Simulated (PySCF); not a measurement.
## How methods differ on the ionisation energy of Os⁶⁰⁺

Os⁶⁰⁺ [Ne] 3s2 3p4 (3P) → Os⁶¹⁺ [Ne] 3s2 3p3 (4S), as a difference of total energies. All numbers are calculated (PySCF 2.14, the spin-free X2C one-electron Hamiltonian (Gaussian nucleus), in an uncontracted even-tempered set (17 s from 16 bohr⁻², ratio 2.5; 12 p from 20 bohr⁻², ratio 2.5; 4 d from 84 bohr⁻², ratio 2.7; 4 f from 130 bohr⁻², ratio 2.7)). Correlated levels: outer shells: 1s2 frozen; virtual orbitals above 40 to 60 times the deepest correlated orbital energy dropped. The calculations carry no spin-orbit coupling.

| method | ionisation energy (eV) |
| --- | --- |
| UHF | 6486.3 |
| LDA | 6488.9 |
| PBE | 6490.5 |
| PBE0 | 6489.9 |
| r2SCAN | 6489.7 |
| B3LYP | 6490.6 |
| M06-L | 6488.1 |
| MP2 (outer shells) | 6487.5 |
| SCS-MP2 (outer shells) | 6487.5 |

Spin-orbit coupling is strong in these open shells (close to jj coupling). The scalar numbers leave it out and a first-order estimate fails, so it can dominate the gap to the real levels.

The ground level that NIST lists for one species does not belong to the high-spin term computed here, so part of any gap is the choice of state.

Breit and QED terms and the two-electron picture change are absent.

For comparison: 6376 ± 10 eV (theoretical estimate listed by NIST; NIST Atomic Spectra Database, ionization energies).
